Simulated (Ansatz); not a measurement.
CH8N2OSi can be A, `CO[SiH](N)N`, or B, `CN[SiH](N)O`.

Isolated molecules relaxed with PBE0-D4/def2-TZVP in Ansatz; ΔE leaves out vibrations. CCSD(T)/CBS is the MP2 limit (def2-TZVPP, def2-QZVPP) plus CCSD(T) − MP2 in def2-TZVPP, frozen cores. DFT in def2-TZVPP. B3LYP here is the variant with VWN-RPA as its local correlation; programs differ in this. One conformer a species, not always the lowest.

Q: Which is lower in electronic energy at CCSD(T)/CBS, and by how much? (Estimate.)

A: Computed: B, by 15.1 kJ/mol.

Q: Give E(B) − E(A) in kJ/mol with B3LYP-D4, r2SCAN-D4, HF/def2-TZVPP, B3LYP, MP2/def2-TZVPP, CCSD/def2-TZVPP, CCSD(T)/def2-TZVPP. (Best estimate.)

A: Ansatz gave: B3LYP-D4 -11.7, r2SCAN-D4 -13.3, HF/def2-TZVPP -7.8, B3LYP -11.8, MP2/def2-TZVPP -16.6, CCSD/def2-TZVPP -13.7, CCSD(T)/def2-TZVPP -14.0. None reverses the order clearly.

Largest T1 diagnostic: 0.010.

In def2-TZVPP, CCSD(T) changes the Hartree–Fock value by −6.1 kJ/mol (the triples alone add −0.3 kJ/mol) and MP2 by −8.7 kJ/mol.
